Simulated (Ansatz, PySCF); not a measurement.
Caution: the highest occupied level lies above zero, so the state may not be bound. This triplet is an excited state, 1.12 eV above the relaxed singlet at the level frozen-core CCSD(T)/aug-cc-pVTZ // PBE0-D3(BJ)/def2-TZVPD (Ansatz, an electronic-structure program).

## H3AlN, SMILES `[NH2][AlH-]` (excited triplet) (charge -1, multiplicity 3)

All values below come from PBE0-D3(BJ)/def2-TZVPD run with PySCF.

```
Quantity                                        Result
-----------------------------  -----------------------
highest occupied spin orbital                  1.61 eV
total energy                              -298.8104 Ha
cost                           roughly 30 core-seconds
```

```xyz
5

N     -0.6949     0.1902     0.1036
Al     0.9577    -0.5137    -0.4042
H     -1.1998     0.7253    -0.5901
H     -1.3522    -0.4450     0.5360
H      2.2892     0.0432     0.3547
```
Charge -1, spin multiplicity 3.
